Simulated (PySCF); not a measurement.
## Excitation energy of Rh²⁺ by level of theory

Rh²⁺ [Kr] 4d7 (4F) → Rh²⁺ [Kr] 4d6 5p1 (high-spin determinant), as a difference of total energies. Computed with PySCF 2.14 in aug-cc-pwCVTZ-DK (11s10p8d4f3g, 136 functions), with scalar relativity by spin-free X2C-1e. Correlated levels: valence: [Kr] frozen; valence and next inner shell: [Ar] 3d10 frozen. The calculations carry no spin-orbit coupling.

| method | excitation energy (eV) |
| --- | --- |
| UHF | 10.619 |
| LDA | 11.224 |
| PBE | 11.156 |
| PBE0 | 11.260 |
| r2SCAN | 11.192 |
| MN15 | 11.427 |
| BP86 | 11.241 |
| BLYP | 11.252 |
| MP2 (valence) | 11.480 |
| SCS-MP2 (valence) | 11.936 |
| MP2 (valence and next inner shell) | 11.235 |
| SCS-MP2 (valence and next inner shell) | 11.508 |

Q: How much does correlation contribute at MP2 (valence and next inner shell)?

A: 11.235 − (10.619) = 0.616 eV, measured against UHF.

A first-order spin-orbit estimate (lowest level to lowest level, LS coupling) adds 0.193 eV.

The determinant of the upper state mixes LS terms, which raises its energy above the lowest term, most at the Hartree-Fock and MP2 levels.
